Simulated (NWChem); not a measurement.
SbF3; SMILES [F][Sb]([F])[F]

def2 effective core potentials on Sb; no spin-orbit coupling.

Q: Give the equilibrium geometry at PBE0/def2-SVP with def2 effective core potentials on Sb (NWChem) as a list of bonds and angles, with the point group.

A: point group C3v; any orientation.
Bond lengths (Å): Sb1–F2 1.918, Sb1–F3 1.918, Sb1–F4 1.918. Angles (°): F2–Sb1–F3 95.0, F2–Sb1–F4 95.0, F3–Sb1–F4 95.0.
